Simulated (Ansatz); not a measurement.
AsSe₂⁻. Total charge -1; triplet. Geometry PBE0-D4/def2-TZVP, that of the neutral doublet; atoms count from 1.

Cartesian coordinates in Å:
```
As 0.287 0.380 1.257
Se 0.016 0.929 -1.003
Se -0.303 -1.309 -0.254
```

The highest occupied level of the charge -1 triplet lies above zero (up to 0.99 eV). By energy differences its removal costs 0.64 eV (vertical, to the charge 0 doublet, at PBE0-D4/def2-TZVPD); a positive level beside a positive removal energy at the same level points to self-interaction error. At PBE0-D4/def2-TZVPD a singlet of charge -1 lies 0.70 eV below the triplet at the same geometry. The structure comes from a short search, and lower isomers may exist.

Q: Estimate the Mulliken populations from the PBE0/def2-TZVPD orbitals of Ansatz.

A: 
```tsv
atom	charge (e)	spin (α − β)
As1	-0.07	0.85
Se2	-0.46	0.58
Se3	-0.46	0.58
```
Mulliken values and Mayer orders depend strongly on the basis. With diffuse functions, as here, like atoms can get unlike values, and bond orders can come out too low or too high.

Q: Where does the spin sit?

A: Summed by element: As 0.85, Se 1.15, of 2 unpaired in all. Largest on single atoms: As1 0.85, Se2 0.58, Se3 0.58.

Q: And the Mayer bond orders between bonded heavy atoms (over 0.3)?

A: As1–Se2 1.21 (2.34 Å); As1–Se3 1.21 (2.34 Å); Se2–Se3 0.48 (2.38 Å).
